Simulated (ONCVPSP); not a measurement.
**Building the ONCV potential for Ho (PBE, scalar-relativistic).**

ONCVPSP 4.0.1 input, shortened (lines: element, Z, core and valence counts, functional; n l f; lmax; l rc ep ncon nbas qcut; lloc lpopt rc5 dvloc0; l nproj debl; icmod fcfact rcfact), PBE, scalar-relativistic:

```
  Ho 67.00    9    4        4      upf
    1    0    2.00
    2    0    2.00
    2    1    6.00
    3    0    2.00
    3    1    6.00
    3    2   10.00
    4    0    2.00
    4    1    6.00
    4    2   10.00
    4    3   11.00
    5    0    2.00
    5    1    6.00
    6    0    2.00
    3
    0    2.20    0.00    4    9    5.20
    1    1.80    0.00    4    7    7.70
    2    2.25    0.41    4    9    4.40
    3    1.15    0.00    4    8   12.70
    4    1    1.00    0.00
    0    2    1.20
    1    1    2.90
    2    2    3.30
    3    1    2.90
    2    0.30    1.10
```

In the d channel the program set the typed energies aside and used 0.050, 3.350 Ha.

All-electron outer shells of the reference configuration (PBE, scalar-relativistic, ld1.x):

```json
{"shell": "5s", "level (eV)": "-50.38", "outermost node (bohr)": "0.61", "outermost maximum (bohr)": "1.14"}
{"shell": "5p", "level (eV)": "-25.87", "outermost node (bohr)": "0.66", "outermost maximum (bohr)": "1.29"}
{"shell": "6s", "level (eV)": "-3.79", "outermost node (bohr)": "1.55", "outermost maximum (bohr)": "3.43"}
{"shell": "4f", "level (eV)": "-3.14", "outermost node (bohr)": "–", "outermost maximum (bohr)": "0.53"}
```

Q: Estimate the cutoffs (Ha) at which the residual kinetic energy of the hardest occupied pseudo-wave falls to 1 and 0.1 mHa per electron.

A: 97 Ha and 213 Ha.

Q: What does a ghost test show?

A: Ghosts flagged at negative energy: s at -6.6 eV; no localised positive-energy state flagged. A true bound ghost makes a file unfit for plane-wave use.

Q: Which valence shell sets the plane-wave cutoff?

A: 4f: 97 Ha for 1 mHa per electron, against 19 Ha for 5p.

Tests left out (the all-electron energies of this program are off by 10 to 40 meV for near-neutral 4f atoms).
